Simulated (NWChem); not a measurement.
System: C₃H₄F₂; SMILES F[C@@H]1C[C@H]1F

Computed with NWChem. All runs use the structure optimised with PBE-D3(BJ)/def2-SVP. Level: PBE/def2-SVP with SMD (1 M gas to 1 M solution), gas-phase geometry.

**Question.** Order these by “solvation free energy (kcal/mol)”, lowest first: water; acetonitrile; anisole.

**Answer.** acetonitrile (-4.0), anisole (-3.4), water (-0.7)
